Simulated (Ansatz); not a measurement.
Start from `Cl[Si]Br` and change one atom or group to get `F[Si]Cl`.

Ansatz, PBE0-D4/def2-TZVP geometries, multiplicity 1. 

Scalar relativity is left out up to krypton. Spin–orbit coupling is left out; it splits and shifts lone-pair levels of the heavy atoms by tenths of an eV.

| property | `Cl[Si]Br` |
| --- | --- |
| HOMO–LUMO gap (PBE0/def2-TZVPP) / eV | 4.66 |
| HOMO energy (ωB97M-V/def2-TZVPP) / eV | -9.65 |
| zero-point energy (PBE0-D4/def2-TZVP) / kJ/mol | 6.5 |
| ideal-gas entropy at 298 K and 1 bar (rigid rotor, harmonic PBE0-D4/def2-TZVP) / J/(mol·K) | 299 |
| HOMO–LUMO gap (PBE/def2-TZVPP) / eV | 2.84 |
| HOMO energy (PBE0/def2-TZVPP) / eV | -7.63 |

(1) What does the change do to each property? (An estimate is asked.)

## Answers

(1) Computed: 
```json
{"property": "HOMO–LUMO gap (PBE0/def2-TZVPP) / eV", "`F[Si]Cl`": "5.46", "shift": "0.80"}
{"property": "HOMO energy (ωB97M-V/def2-TZVPP) / eV", "`F[Si]Cl`": "-10.08", "shift": "-0.43"}
{"property": "zero-point energy (PBE0-D4/def2-TZVP) / kJ/mol", "`F[Si]Cl`": "9.8", "shift": "3.3"}
{"property": "ideal-gas entropy at 298 K and 1 bar (rigid rotor, harmonic PBE0-D4/def2-TZVP) / J/(mol·K)", "`F[Si]Cl`": "275", "shift": "-24"}
{"property": "HOMO–LUMO gap (PBE/def2-TZVPP) / eV", "`F[Si]Cl`": "3.51", "shift": "0.67"}
{"property": "HOMO energy (PBE0/def2-TZVPP) / eV", "`F[Si]Cl`": "-7.98", "shift": "-0.35"}
```

With PBE0 the HOMO falls by 0.35 eV and the LUMO rises by 0.45 eV, so the gap widens by about 0.80 eV. PBE moves the HOMO by -0.28 eV and ωB97M-V by -0.43 eV.
